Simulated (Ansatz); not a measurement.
The lowest singlet and triplet of NH2 (SMILES [NH2+]); geometries from B3LYP-D3(BJ)/def2-TZVP, each state relaxed from the structure named, with no frequency check.
Singlet (charge 1, multiplicity 1):
```xyz
3

N      0.000     0.137     0.022
H     -0.849    -0.482    -0.078
H      0.852    -0.478    -0.078
```

A positive gap puts the triplet lower; no zero-point energy. R- takes a restricted singlet. U- takes an unrestricted singlet (broken symmetry where lower, unprojected). The triplet is unrestricted in single-reference levels. Active spaces average the two states.

Frozen-core correlation.

Run with Ansatz (Gaussian orbitals). 

```
level                                     gap E(singlet) − E(triplet), vertical, at the singlet's geometry (kcal/mol)
----------------------------------------  ---------------------------------------------------------------------------
R-HF/cc-pVTZ                                                                                                    33.97
R-r2SCAN/def2-TZVPP                                                                                             27.46
U-B3LYP/def2-TZVPP (spin-contaminated)                                                                           3.99
U-wB97X-V/def2-TZVPP (spin-contaminated)                                                                         3.94
R-B2PLYP/def2-TZVPP                                                                                             17.20
R-SCS-MP2/cc-pVDZ                                                                                               17.81
R-CCSDT/cc-pVTZ                                                                                                 13.83
SC-NEVPT2 on SA-CASSCF(6,6)/cc-pVQZ                                                                             12.88
FIC-MRCISD+Q on SA-CASSCF(6,6)/cc-pVQZ                                                                              …
```

Task: Complete the blanks.

Result: 
- FIC-MRCISD+Q on SA-CASSCF(6,6)/cc-pVQZ, gap E(singlet) − E(triplet), vertical, at the singlet's geometry (kcal/mol): 12.53

Doubts at one or more of the structures used: a restricted determinant that unrestricted orbitals would lower (R-HF/cc-pVTZ, R-r2SCAN/def2-TZVPP, R-B2PLYP/def2-TZVPP, R-SCS-MP2/cc-pVDZ, R-CCSDT/cc-pVTZ).

Ansatz is a program for electronic structure.
